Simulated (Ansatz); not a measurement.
Born–Oppenheimer molecular dynamics of CH7AlO3 (12 atoms, charge 0, multiplicity 1). It starts at the highest image of a converged band, a first-order saddle point between two minima.

Level of theory: UKS BLYP-D4/6-31G* in Ansatz 0.2.0.

| Item | Value |
| --- | --- |
| ensemble | NVE (velocity Verlet) |
| time step | 0.5 fs |
| steps asked | 200 |
| starting velocities drawn for | 100 K |
| seed | 11417 |

First frame:

```xyz
12
Properties=species:S:1:pos:R:3
Al 0.663 0.032 0.199
O 0.019 1.611 -0.638
O 1.200 0.172 1.839
O 1.665 -0.822 -0.929
H -0.834 0.750 -0.580
C -1.376 -0.573 -0.077
H 0.354 1.685 -1.561
H 0.857 0.898 2.392
H 2.498 -1.190 -0.580
H -2.261 -0.115 0.396
H -1.119 -1.429 0.582
H -1.667 -1.018 -1.042
```

Question: How far do the bonds stretch over the last three quarters of this one trajectory? (Pairs bonded in most of those frames.)

Answer: 
```json
{"bond": "Al1–O3", "mean (Å)": "1.749", "spread (Å)": "0.024", "shortest": "1.69", "longest": "1.79"}
{"bond": "Al1–O4", "mean (Å)": "1.763", "spread (Å)": "0.019", "shortest": "1.73", "longest": "1.80"}
{"bond": "Al1–C6", "mean (Å)": "1.973", "spread (Å)": "0.051", "shortest": "1.88", "longest": "2.05"}
{"bond": "O2–H5", "mean (Å)": "0.985", "spread (Å)": "0.017", "shortest": "0.95", "longest": "1.02"}
{"bond": "O2–H7", "mean (Å)": "0.989", "spread (Å)": "0.022", "shortest": "0.95", "longest": "1.03"}
{"bond": "O3–H8", "mean (Å)": "0.976", "spread (Å)": "0.003", "shortest": "0.97", "longest": "0.98"}
{"bond": "O4–H9", "mean (Å)": "0.979", "spread (Å)": "0.009", "shortest": "0.96", "longest": "0.99"}
{"bond": "C6–H10", "mean (Å)": "1.108", "spread (Å)": "0.009", "shortest": "1.09", "longest": "1.13"}
{"bond": "C6–H11", "mean (Å)": "1.105", "spread (Å)": "0.018", "shortest": "1.07", "longest": "1.13"}
{"bond": "C6–H12", "mean (Å)": "1.105", "spread (Å)": "0.014", "shortest": "1.08", "longest": "1.13"}
```

Mean temperature of the second half: 285 K. The conserved energy stayed within 0.06 meV per atom of its start (net change 0.03 meV per atom), so the integration is sound. The system heated up, since it started high on the potential surface and ran downhill. A run of 0.1 ps of so small a system gives no equilibrium averages. The orbitals stay closed-shell, which can raise the energy where a bond breaks towards radicals; this wasn't checked here.

Run time: 17 min on 2 threads of Arm Neoverse N1 (shared host), peak memory 0.29 GiB.
